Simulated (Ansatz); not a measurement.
Job for Ansatz (an electronic-structure program): U-PBE0/def2-TZVPP on MoCl, 2S+1 = 8, a spin state set in the input, which need not be the lowest. Elements past Kr take the def2 small-core potentials; no spin–orbit coupling.

Ansatz 0.2 input:
```yaml
crystal:
  periodic: [false, false, false]
  atoms:
    - {symbol: Mo, position_ang: [0.00000000, 0.00000000, 0.00000000]}
    - {symbol: Cl, position_ang: [0.00000000, 0.00000000, 2.43200000]}
basis:
  gaussian:
    orbitals: def2-TZVPP
hamiltonian:
  xc: {name: PBE0}
magnetization: {spin_polarized: true, initial_magnetization: 7}
relax: {f_tol: 0.002, max_steps: 120}
```

It printed:

```
WARN ansatz: RAYON_NUM_THREADS=1 ignored (pool sized by the plan → 1); use --threads N
Functional definition: PBE0
integrals: 0.03 GiB planned
694 factors; their error is unknown
mean field: 0.34 GiB planned
mean field evaluation 1: about -14364.7540 eV, gradient 2.8e1 eV
mean field evaluation 2: about -14360.4231 eV, gradient 4.2e1 eV
mean field evaluation 4: about -14369.5297 eV, gradient 1.2e0 eV
mean field evaluation 8: about -14369.6522 eV, gradient 7.6e-2 eV
mean field evaluation 16: about -14369.6522 eV, gradient 3.6e-5 eV
mean field -14369.65222665 eV, -528.0749792295 hartree, gradient 2.5e-5 eV, S^2 15.755302; 1 other end points of the search recorded, 0 dependent functions left out
the calculation of the forces begins
reference -14369.65225869 eV, -528.0749804068 hartree; 19, 12 occupied and 79, 86 virtual orbitals, 694 factors
relax step   1: F+E_penalty+E_count = -14369.65222665 eV  Δ(F+E_penalty+E_count) = +0.000e0 eV  max|allowed force component| = 2.585e0 eV/Å  Δτ_max = 0.0000 Å  (47 SCF iters, accepted)
these checks for a lower state are left out or cut short: starts, cluster_reference, orbital_swaps, neighbouring_geometries, increment
integrals: 0.03 GiB planned
694 factors; their error is unknown
mean field: 0.34 GiB planned
mean field evaluation 32: about -14370.1472 eV, gradient 1.3e-5 eV
mean field -14370.14724257 eV, -528.0931707287 hartree, gradient 1.2e-5 eV, S^2 15.755049; 0 other end points of the search recorded, 0 dependent functions left out
the calculation of the forces begins
reference -14370.14727441 eV, -528.0931718989 hartree; 19, 12 occupied and 79, 86 virtual orbitals, 694 factors
relax step   2: F+E_penalty+E_count = -14370.14724257 eV  Δ(F+E_penalty+E_count) = -4.950e-1 eV  max|allowed force component| = 8.292e-1 eV/Å  Δτ_max = 0.1612 Å  (46 SCF iters, accepted)
these checks for a lower state are left out or cut short: starts, cluster_reference, orbital_swaps, neighbouring_geometries, increment
integrals: 0.03 GiB planned
694 factors; their error is unknown
mean field: 0.33 GiB planned
mean field -14370.25240145 eV, -528.0970352463 hartree, gradient 1.3e-5 eV, S^2 15.754974; 0 other end points of the search recorded, 0 dependent functions left out
the calculation of the forces begins
reference -14370.25243348 eV, -528.0970364236 hartree; 19, 12 occupied and 79, 86 virtual orbitals, 694 factors
relax step   3: F+E_penalty+E_count = -14370.25240145 eV  Δ(F+E_penalty+E_count) = -1.052e-1 eV  max|allowed force component| = 4.747e-1 eV/Å  Δτ_max = 0.0828 Å  (44 SCF iters, accepted)
these checks for a lower state are left out or cut short: starts, cluster_reference, orbital_swaps, neighbouring_geometries, increment
integrals: 0.03 GiB planned
694 factors; their error is unknown
mean field: 0.33 GiB planned
mean field -14370.35796284 eV, -528.1009145560 hartree, gradient 5.3e-6 eV, S^2 15.754862; 0 other end points of the search recorded, 0 dependent functions left out
the calculation of the forces begins
reference -14370.35799508 eV, -528.1009157408 hartree; 19, 12 occupied and 79, 86 virtual orbitals, 694 factors
relax step   4: F+E_penalty+E_count = -14370.35796284 eV  Δ(F+E_penalty+E_count) = -1.056e-1 eV  max|allowed force component| = 1.274e-1 eV/Å  Δτ_max = 0.2000 Å  (49 SCF iters, accepted)
these checks for a lower state are left out or cut short: starts, cluster_reference, orbital_swaps, neighbouring_geometries, increment
integrals: 0.03 GiB planned
694 factors; their error is unknown
mean field: 0.32 GiB planned
mean field evaluation 64: about -14370.3855 eV, gradient 6.5e-4 eV
mean field -14370.38549335 eV, -528.1019262834 hartree, gradient 8.0e-6 eV, S^2 15.754799; 0 other end points of the search recorded, 0 dependent functions left out
the calculation of the forces begins
reference -14370.38552584 eV, -528.1019274774 hartree; 19, 12 occupied and 79, 86 virtual orbitals, 694 factors
relax step   5: F+E_penalty+E_count = -14370.38549335 eV  Δ(F+E_penalty+E_count) = -2.753e-2 eV  max|allowed force component| = 2.985e-2 eV/Å  Δτ_max = 0.2000 Å  (42 SCF iters, accepted)
these checks for a lower state are left out or cut short: starts, cluster_reference, orbital_swaps, neighbouring_geometries, increment
integrals: 0.02 GiB planned
694 factors; their error is unknown
mean field: 0.32 GiB planned
mean field -14370.39008301 eV, -528.1020949505 hartree, gradient 6.1e-6 eV, S^2 15.754773; 0 other end points of the search recorded, 0 dependent functions left out
the calculation of the forces begins
reference -14370.39011603 eV, -528.1020961637 hartree; 19, 12 occupied and 79, 86 virtual orbitals, 694 factors
relax step   6: F+E_penalty+E_count = -14370.39008301 eV  Δ(F+E_penalty+E_count) = -4.590e-3 eV  max|allowed force component| = 8.035e-3 eV/Å  Δτ_max = 0.1324 Å  (44 SCF iters, accepted)
these checks for a lower state are left out or cut short: starts, cluster_reference, orbital_swaps, neighbouring_geometries, increment
integrals: 0.02 GiB planned
694 factors; their error is unknown
mean field: 0.32 GiB planned
mean field -14370.39063584 eV, -528.1021152666 hartree, gradient 4.0e-6 eV, S^2 15.754766; 0 other end points of the search recorded, 0 dependent functions left out
the calculation of the forces begins
reference -14370.39066899 eV, -528.1021164849 hartree; 19, 12 occupied and 79, 86 virtual orbitals, 694 factors
relax step   7: F+E_penalty+E_count = -14370.39063584 eV  Δ(F+E_penalty+E_count) = -5.528e-4 eV  max|allowed force component| = 3.870e-3 eV/Å  Δτ_max = 0.0473 Å  (44 SCF iters, accepted)
these checks for a lower state are left out or cut short: starts, cluster_reference, orbital_swaps, neighbouring_geometries, increment
integrals: 0.02 GiB planned
694 factors; their error is unknown
mean field: 0.32 GiB planned
mean field evaluation 96: about -14370.2728 eV, gradient 2.4e-1 eV
mean field -14370.39078058 eV, -528.1021205855 hartree, gradient 5.9e-6 eV, S^2 15.754763; 0 other end points of the search recorded, 0 dependent functions left out
the calculation of the forces begins
reference -14370.39081378 eV, -528.1021218056 hartree; 19, 12 occupied and 79, 86 virtual orbitals, 694 factors
relax step   8: F+E_penalty+E_count = -14370.39078058 eV  Δ(F+E_penalty+E_count) = -1.447e-4 eV  max|allowed force component| = 2.259e-3 eV/Å  Δτ_max = 0.0238 Å  (44 SCF iters, accepted)
these checks for a lower state are left out or cut short: starts, cluster_reference, orbital_swaps, neighbouring_geometries, increment
integrals: 0.02 GiB planned
694 factors; their error is unknown
mean field: 0.32 GiB planned
mean field -14370.39086938 eV, -528.1021238490 hartree, gradient 5.6e-6 eV, S^2 15.754759; 0 other end points of the search recorded, 0 dependent functions left out
the calculation of the forces begins
reference -14370.39090263 eV, -528.1021250707 hartree; 19, 12 occupied and 79, 86 virtual orbitals, 694 factors
relax step   9: F+E_penalty+E_count = -14370.39086938 eV  Δ(F+E_penalty+E_count) = -8.880e-5 eV  max|allowed force component| = 4.823e-4 eV/Å  Δτ_max = 0.0334 Å  (45 SCF iters, accepted)
these checks for a lower state are left out or cut short: starts, cluster_reference, orbital_swaps, neighbouring_geometries, increment
integrals: 0.02 GiB planned
694 factors; their error is unknown
mean field: 0.32 GiB planned
mean field evaluation 128: about -14370.3909 eV, gradient 1.8e-5 eV
mean field -14370.39087440 eV, -528.1021240335 hartree, gradient 5.5e-6 eV, S^2 15.754758; 0 other end points of the search recorded, 0 dependent functions left out
the calculation of the forces begins
reference -14370.39090766 eV, -528.1021252556 hartree; 19, 12 occupied and 79, 86 virtual orbitals, 694 factors
relax step  10: F+E_penalty+E_count = -14370.39087440 eV  Δ(F+E_penalty+E_count) = -5.021e-6 eV  max|allowed force component| = 7.599e-5 eV/Å  Δτ_max = 0.0091 Å  (44 SCF iters, accepted)
integrals: 0.02 GiB planned
694 factors; their error is unknown
mean field: 0.32 GiB planned
mean field evaluation 160: about -14370.3909 eV, gradient 8.5e-6 eV
mean field -14370.39087440 eV, -528.1021240335 hartree, gradient 5.5e-6 eV, S^2 15.754758; 2 other end points of the search recorded, 0 dependent functions left out
the calculation of the forces begins
reference -14370.39090766 eV, -528.1021252556 hartree; 19, 12 occupied and 79, 86 virtual orbitals, 694 factors
Total energy: -14370.39090766 eV, -528.1021252556 hartree
Atom 0 at    -0.000000    -0.000000    -0.890103 Å, force    -0.000000    -0.000000    -0.000076 eV/Å
Atom 1 at     0.000000     0.000000     3.322103 Å, force    -0.000000    -0.000000     0.000076 eV/Å
Dipole moment:    -0.000000    -0.000000     0.057024 e Å
```

Self-consistency was reached.

Cost: around 50 core-seconds (rough).
